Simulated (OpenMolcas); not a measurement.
## La⁺: input and output

Input:

```
&GATEWAY
Coord
1

La 0.0 0.0 0.0
Basis=ANO-R2
Group=XYZ
NoMove
AngMom=0.0 0.0 0.0
AMFI
&SEWARD
* reference wave functions (RASSCF and RASSI steps not shown): 2 electrons in 6 orbitals (5d 6s)
>>> COPY JOB001 $Project.JobIph
&CASPT2
Multistate=15 1 2 3 4 5 6 7 8 9 10 11 12 13 14 15
Frozen=14 9
IPEA=0.35
Imaginary=0.4
MaxIter=60
WThr=0.0 0.3 0.05
PrWF=0.5
NoMix
>>> COPY JOB002 $Project.JobIph
&CASPT2
Multistate=21 1 2 3 4 5 6 7 8 9 10 11 12 13 14 15 16 17 18 19 20 21
Frozen=14 9
IPEA=0.35
Imaginary=0.4
MaxIter=60
WThr=0.0 0.3 0.05
PrWF=0.5
NoMix
```

Launched by
```bash
OMP_NUM_THREADS=1 MOLCAS_MEM=2252 MOLCAS_PROJECT=a pymolcas a.inp > a.log  # once for each step of the input, in one work folder
```

Output, cut to the results:

```
--- CASPT2 ---
Orbital specifications:
      -----------------------

      Symmetry species                           1   2
                                                ag  au
      Frozen orbitals                           14   9
      Inactive orbitals                          1   3
      Active orbitals                            6   0
      Secondary orbitals                        21  20
      Deleted orbitals                           0   0
      Number of basis functions                 42  32
Type of calculation                        MS-CASPT2
      Fock operator                              state-specific
      IPEA shift                                 0.35
      Real shift                                 0.00
      Imaginary shift                            0.40
      The input orbitals will be transformed to quasi-canonical
Reference energy:       -8489.1379278266
      E2 (Non-variational):      -0.2040907850
      Shift correction:          -0.0043792916
      E2 (Variational):          -0.2084700766
      Total energy:           -8489.3463979031
      Residual norm:              0.0000008111
      Reference weight:           0.93663
      Contributions to the CASPT2 correlation energy
      Active & Virtual Only:         -0.0043582080
      One Inactive Excited:          -0.0621506872
      Two Inactive Excited:          -0.1375818898
Reference energy:       -8489.1379278266
      E2 (Non-variational):      -0.2038299400
      Shift correction:          -0.0043499509
      E2 (Variational):          -0.2081798909
      Total energy:           -8489.3461077174
      Residual norm:              0.0000007915
      Reference weight:           0.93684
      Contributions to the CASPT2 correlation energy
      Active & Virtual Only:         -0.0043563574
      One Inactive Excited:          -0.0619022293
      Two Inactive Excited:          -0.1375713533
::    CASPT2 Root  1     Total energy:  -8489.34639790
::    CASPT2 Root  2     Total energy:  -8489.34610772
::    CASPT2 Root  3     Total energy:  -8489.34692640
::    CASPT2 Root  4     Total energy:  -8489.34624672
::    CASPT2 Root  5     Total energy:  -8489.34661382
::    CASPT2 Root  6     Total energy:  -8489.34629404
::    CASPT2 Root  7     Total energy:  -8489.34663192
::    CASPT2 Root  8     Total energy:  -8489.34060027
::    CASPT2 Root  9     Total energy:  -8489.34060569
::    CASPT2 Root 10     Total energy:  -8489.34059710
::    CASPT2 Root 11     Total energy:  -8489.34060734
::    CASPT2 Root 12     Total energy:  -8489.34059627
::    CASPT2 Root 13     Total energy:  -8489.32005822
::    CASPT2 Root 14     Total energy:  -8489.32005819
::    CASPT2 Root 15     Total energy:  -8489.32005821
::    MS-CASPT2 Root  1     Total energy:  -8489.34766661
::    MS-CASPT2 Root  2     Total energy:  -8489.34717062
::    MS-CASPT2 Root  3     Total energy:  -8489.34653382
::    MS-CASPT2 Root  4     Total energy:  -8489.34631834
::    MS-CASPT2 Root  5     Total energy:  -8489.34623842
::    MS-CASPT2 Root  6     Total energy:  -8489.34596157
::    MS-CASPT2 Root  7     Total energy:  -8489.34547508
::    MS-CASPT2 Root  8     Total energy:  -8489.34061529
::    MS-CASPT2 Root  9     Total energy:  -8489.34061091
::    MS-CASPT2 Root 10     Total energy:  -8489.34060215
::    MS-CASPT2 Root 11     Total energy:  -8489.34059032
::    MS-CASPT2 Root 12     Total energy:  -8489.34058674
::    MS-CASPT2 Root 13     Total energy:  -8489.32002742
::    MS-CASPT2 Root 14     Total energy:  -8489.32000957
::    MS-CASPT2 Root 15     Total energy:  -8489.31999293
--- CASPT2 ---
Orbital specifications:
      -----------------------

      Symmetry species                           1   2
                                                ag  au
      Frozen orbitals                           14   9
      Inactive orbitals                          1   3
      Active orbitals                            6   0
      Secondary orbitals                        21  20
      Deleted orbitals                           0   0
      Number of basis functions                 42  32
Type of calculation                        MS-CASPT2
      Fock operator                              state-specific
      IPEA shift                                 0.35
      Real shift                                 0.00
      Imaginary shift                            0.40
      The input orbitals will be transformed to quasi-canonical
Reference energy:       -8489.1364436215
      E2 (Non-variational):      -0.2064521550
      Shift correction:          -0.0050314491
      E2 (Variational):          -0.2114836042
      Total energy:           -8489.3479272256
      Residual norm:              0.0000003415
      Reference weight:           0.93409
      Contributions to the CASPT2 correlation energy
      Active & Virtual Only:         -0.0058592361
      One Inactive Excited:          -0.0577874734
      Two Inactive Excited:          -0.1428054455
Reference energy:       -8489.1364436215
      E2 (Non-variational):      -0.2063802533
      Shift correction:          -0.0050192164
      E2 (Variational):          -0.2113994696
      Total energy:           -8489.3478430911
      Residual norm:              0.0000003660
      Reference weight:           0.93416
      Contributions to the CASPT2 correlation energy
      Active & Virtual Only:         -0.0058600174
      One Inactive Excited:          -0.0577191047
      Two Inactive Excited:          -0.1428011312
::    CASPT2 Root  1     Total energy:  -8489.34792723
::    CASPT2 Root  2     Total energy:  -8489.34784309
::    CASPT2 Root  3     Total energy:  -8489.34793439
::    CASPT2 Root  4     Total energy:  -8489.34796217
::    CASPT2 Root  5     Total energy:  -8489.34771215
::    CASPT2 Root  6     Total energy:  -8489.32127452
::    CASPT2 Root  7     Total energy:  -8489.31529992
::    CASPT2 Root  8     Total energy:  -8489.31599967
::    CASPT2 Root  9     Total energy:  -8489.31545826
...
```

Levels above the lowest, from the spin-orbit matrix with the single-state CASPT2 energies, averaged by term, on its diagonal:

```csv
Configuration,Term,J,E (cm-1),Measured (cm-1),g,Term weight %,Second
5d2,3F,2,0.0,0.0,0.759,73,26 1D
5d2,3F,3,1201,1016,1.084,100,
5d2,1D,2,1341,,0.931,64,26 3F
5d 6s,3D,1,1955,1895,0.499,100,
5d2,3F,4,2220,1971,1.249,99,
5d 6s,3D,2,2590,2592,1.147,89,9 5d2 1D
5d 6s,3D,3,3280,3250,1.334,100,
5d2,3P,0,6200,5250,,65,35 6s2 1S
5d2,3P,1,7000,5718,1.501,100,
6s2,1S,0,7420,7395,,65,35 5d2 3P
5d2,3P,2,7510,6227,1.487,97,
5d2,1G,4,8240,7473,1.002,99,
5d 6s,1D,2,11080,,1.009,97,
5d2,1S,0,19850,,,99,
```

Against the 10 measured excited levels shown (NIST Handbook of Basic Atomic Spectroscopic Data) the mean absolute deviation is 480 cm-1; the largest miss in energy is 5d2 3P2: computed 7510, measured 6227 cm-1 (+20.6 %).

Term energies are means over components that CASPT2 splits; among the terms shown or strongly mixed into the levels shown the widest spread is 230 cm-1 (5d2 1G). Some levels mix across a computed gap that differs much from the measured one, so their mixing is not that of the real levels. Terms from blocks run as CI alone lack orbitals of their own. Configurations are named by rounded mean occupations; where the s occupation lies near a half they are strongly mixed, a name can repeat and a true partner stay unpaired. A single d shell beside an s shell can misplace configurations of different d count against each other. Some terms miss by over 15 % even with CASPT2, which points to a basis or an active space too small for the shells correlated. Computed and measured levels are paired by configuration, term and J; levels that our copy of the source lacks, or whose pairing is in doubt (as where it misses far off the trend of its configuration), stay unpaired and out of the deviations. Only configurations of the active space appear.

The CASPT2 steps took 7.1 s on 1 thread of Arm Neoverse V2, with other jobs on the host; the integral step is not counted.

The term weight is that of the spin-free term in the level, not the purity of its configuration.
